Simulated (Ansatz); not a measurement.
```yaml
crystal:
  periodic: [false, false, false]
  atoms:
    - {symbol: C, position_ang: [-0.296942, -1.514995, 1.154941]}
    - {symbol: O, position_ang: [-0.086483, -0.186980, 0.864750]}
    - {symbol: Mo, position_ang: [-0.031987, 0.966539, -0.653019]}
    - {symbol: O, position_ang: [-0.792353, 0.186889, -2.027199]}
    - {symbol: O, position_ang: [-0.949720, 2.389639, -0.364123]}
    - {symbol: O, position_ang: [1.603240, 1.370753, -1.273059]}
    - {symbol: H, position_ang: [0.572868, -2.040065, 1.309793]}
    - {symbol: H, position_ang: [-0.790339, -2.111488, 0.027688]}
    - {symbol: H, position_ang: [-1.038208, -1.608686, 1.803924]}
    - {symbol: H, position_ang: [2.086707, 2.380925, -1.111503]}
basis:
  gaussian: {orbitals: def2-TZVPD, final_grid: {core_spheres: 1, valence_spheres: 1, degree: 5}}
magnetization: {spin_polarized: true, initial_magnetization: 0}
hamiltonian: {xc: {name: PBE}}
output: {forces: true}
```

```sh
$ ansatz run in.yaml --threads 4 --pin off --events-out ev --progress --plain --max-ram 11315MiB
```

It prints (some lines left out):

```
Functional definition: PBE
1422 factors; their error is unknown
mean field evaluation 1: about -11113.7911 eV, gradient 9.6e1 eV
mean field evaluation 2: about -10710.1018 eV, gradient 2.9e2 eV
mean field evaluation 4: about -11134.7377 eV, gradient 5.5e1 eV
mean field evaluation 8: about -11144.8953 eV, gradient 4.7e0 eV
mean field evaluation 16: about -11131.6298 eV, gradient 7.8e0 eV
mean field -11131.84170821 eV, -409.0876373434 hartree, gradient 9.0e-5 eV, S^2 0.000000; 0 other end points of the search recorded, 0 dependent functions left out
reference -11131.84190098 eV, -409.0876444277 hartree; 28, 28 occupied and 245, 245 virtual orbitals, 1422 factors
Total energy: -11131.84190098 eV, -409.0876444277 hartree
Atom 0 at    -0.296942    -1.514995     1.154941 Å, force     3.849013     4.085339    -3.418408 eV/Å
Atom 1 at    -0.086483    -0.186980     0.864750 Å, force    -3.025863    -0.918114   -14.124817 eV/Å
Atom 2 at    -0.031987     0.966539    -0.653019 Å, force     7.474521   -14.242329     5.686746 eV/Å
Atom 3 at    -0.792353     0.186889    -2.027199 Å, force     6.736852     0.603282     8.107746 eV/Å
Atom 4 at    -0.949720     2.389639    -0.364123 Å, force    -4.088842     7.241333     2.298836 eV/Å
Atom 5 at     1.603240     1.370753    -1.273059 Å, force    -9.496742     3.675924    -0.299465 eV/Å
Atom 6 at     0.572868    -2.040065     1.309793 Å, force    -3.799525     1.359137     0.344829 eV/Å
Atom 7 at    -0.790339    -2.111488     0.027688 Å, force     1.714303     1.679596     2.762880 eV/Å
Atom 8 at    -1.038208    -1.608686     1.803924 Å, force    -1.484305    -0.626265     0.397057 eV/Å
Atom 9 at     2.086707     2.380925    -1.111503 Å, force     2.120588    -2.857902    -1.755405 eV/Å
Dipole moment:     0.638249    -0.287764     0.433677 e Å
```

Q: Something in this input is off. What?

A: The integration grid is far too coarse. The calculation finished and met its thresholds. The result belongs to that input, not to the molecule as meant.
